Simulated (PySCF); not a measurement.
**Xe²⁺: excitation energy**

Xe²⁺ [Kr] 4d10 5s2 5p4 (3P) → Xe²⁺ [Kr] 4d10 5s2 5p3 6s1 (5S), as a difference of total energies. Calculation: PySCF 2.14, in aug-cc-pVDZ-PP with ECP28MDF (5s4p3d, 32 functions); a scalar-relativistic core potential. Correlated levels: valence: 4s2 4p6 4d10 frozen. The calculations carry no spin-orbit coupling.

```json
{"method": "UHF", "excitation energy (cm⁻¹)": "112470"}
{"method": "LDA", "excitation energy (cm⁻¹)": "116170"}
{"method": "PBE", "excitation energy (cm⁻¹)": "114840"}
{"method": "PBE0", "excitation energy (cm⁻¹)": "116280"}
{"method": "r2SCAN", "excitation energy (cm⁻¹)": "118880"}
{"method": "BLYP", "excitation energy (cm⁻¹)": "116100"}
{"method": "HSE06", "excitation energy (cm⁻¹)": "116480"}
{"method": "M06-2X", "excitation energy (cm⁻¹)": "115550"}
{"method": "r2SCANh", "excitation energy (cm⁻¹)": "118800"}
{"method": "MP2 (valence)", "excitation energy (cm⁻¹)": "112000"}
{"method": "SCS-MP2 (valence)", "excitation energy (cm⁻¹)": "113170"}
```

The promoted electron is Rydberg-like, and one or two diffuse shells describe it only roughly, which tends to raise the upper state.
